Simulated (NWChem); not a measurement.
Molecule: C$_{3}$H$_{6}$O$_{2}$; SMILES O1COCC1

```xyz
11

C      0.7348     0.2059    -0.9468
C     -0.7348    -0.2059    -0.9468
O     -1.1408     0.1366     0.3759
C      0.0000     0.0000     1.2061
O      1.1408    -0.1366     0.3759
H      0.8466     1.2854    -1.1308
H      1.3597    -0.3493    -1.6514
H     -0.8466    -1.2854    -1.1308
H     -1.3597     0.3493    -1.6514
H      0.0643     0.8979     1.8381
H     -0.0643    -0.8979     1.8381
```
Atoms are numbered in this order, from 1.

Program: NWChem. All runs use the structure optimised with B3LYP/6-31G* (spherical d). Total energies of different functionals are on different scales.

| level | energy (Ha) | highest occupied level (eV) | orbital gap (eV) | dipole (D) | relative time |
|---|---|---|---|---|---|
| PBE/def2-TZVP | -268.1383 | -5.78 | 6.40 | 1.12 | 1 |
| B3LYP/def2-TZVP | -268.4578 | -7.16 | 8.22 | 1.19 | 1 |
| CAM-B3LYP/def2-TZVP | -268.3418 | -8.85 | 11.02 | 1.23 | 10 |
| TPSSh/def2-TZVP | -268.4664 | -6.54 | 7.73 | 1.16 | 1 |
| PW6B95/def2-TZVP | -268.7698 | -7.55 | 8.90 | 1.19 | 1 |

Relative times are rough (shared machine, one core).
